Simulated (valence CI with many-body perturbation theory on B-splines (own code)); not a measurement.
## How close is CI+MBPT for Sn II?

Method: configuration interaction combined with many-body perturbation theory (CI+MBPT): three valence electrons over a frozen Dirac-Fock core [Kr] 4d10, a basis of 11 s, 11 p, 10 d, 8 f, 5 g, 2 h functions for each j, with the one-electron correlation potential Σ1 (screened to all orders), the two-electron term Σ2, the three-electron term Σ3, Breit, model QED; selected single and double excitations, second order for the rest, scaled by the run's own slope (own B-spline code, finite nucleus).

Against 15 measured levels this calculation errs by 136 cm⁻¹ on average and by 391 at most. These come from a selection out of the NIST Handbook of Basic Atomic Spectroscopic Data. Levels without a partner in it may be off by more.

Measured levels: NIST Handbook of Basic Atomic Spectroscopic Data (Sansonetti and Martin, J. Phys. Chem. Ref. Data 34, 1559 (2005)). Pairs share parity and J, and are chosen by configuration, term and nearness in energy; levels without a clear partner are left out. Energies in cm⁻¹ above the measured ground level.

Names give the largest LS component (configuration and term), which can be under half, so a name can repeat, a term be missing and a line seem to break the LS rules; names also repeat where a configuration has a term twice.

```tsv
Computed label	Label in the source	Measured	Computed	Difference
5s²5p ²P°_1/2	5s2(1S) 5p 2P°	0	0.0	0
5s²5p ²P°_3/2	5s2(1S) 5p 2P°	4251.5	4248.7	-3
5s5p² ⁴P_1/2	5s 5p2 4P	46464.3	46072.8	-391
5s5p² ⁴P_3/2	5s 5p2 4P	48368.2	47978.0	-390
5s5p² ⁴P_5/2	5s 5p2 4P	50730.3	50346.7	-384
5s²6s ²S_1/2	5s2(1S) 6s 2S	56886.4	57092.4	+206
5s5p² ²D_3/2	5s 5p2 2D	58844.2	58597.5	-247
5s5p² ²D_5/2	5s 5p2 2D	59463.5	59228.7	-235
5s²5d ²D_3/2	5s2(1S) 5d 2D	71406.1	71443.2	+37
5s²6p ²P°_1/2	5s2(1S) 6p 2P°	71494.3	71526.9	+33
5s²5d ²D_5/2	5s2(1S) 5d 2D	72048.3	72085.8	+38
5s²6p ²P°_3/2	5s2(1S) 6p 2P°	72377.4	72398.1	+21
4f5s² ²F°_7/2	5s2(1S) 4f 2F°	89288.2	89313.0	+25
4f5s² ²F°_5/2	5s2(1S) 4f 2F°	89294.1	89319.5	+25
5s²6d ²D_3/2	5s2(1S) 6d 2D	90241.6	90234.1	-7
5s²6d ²D_5/2	5s2(1S) 6d 2D	90351.9	90345.7	-6
```

Over 15 excited levels the mean absolute difference is 136 cm⁻¹, the median 37 and the largest 391. The comparison draws on a selection of the measured levels: 16 of the 43 computed ones have a partner in it, and others may be off by more.

Rates against NIST Handbook of Basic Atomic Spectroscopic Data (Sansonetti and Martin, J. Phys. Chem. Ref. Data 34, 1559 (2005)):

```
λ vac, measured (nm)          Upper          Lower  A computed (s⁻¹)  A tabulated (s⁻¹)
              140.04   5s²5d ²D_3/2  5s²5p ²P°_1/2          2.13e+09           1.75e+09
              147.50   5s²5d ²D_5/2  5s²5p ²P°_3/2          2.04e+09           1.95e+09
              189.99   5s²6s ²S_1/2  5s²5p ²P°_3/2          5.52e+08           5.90e+08
              236.89   5s5p² ⁴P_1/2  5s²5p ²P°_3/2          8.46e+05           4.40e+05
              328.41  4f5s² ²F°_5/2   5s5p² ²D_3/2          1.53e+08           1.00e+08
              335.29  4f5s² ²F°_7/2   5s5p² ²D_5/2          1.67e+08           1.00e+08
              556.35   5s²6d ²D_5/2  5s²6p ²P°_3/2          1.14e+08           1.20e+08
              559.04  4f5s² ²F°_5/2   5s²5d ²D_3/2          7.92e+07           8.50e+07
              580.05  4f5s² ²F°_7/2   5s²5d ²D_5/2          7.69e+07           8.10e+07
              645.53  5s²6p ²P°_3/2   5s²6s ²S_1/2          6.80e+07           1.20e+08
```
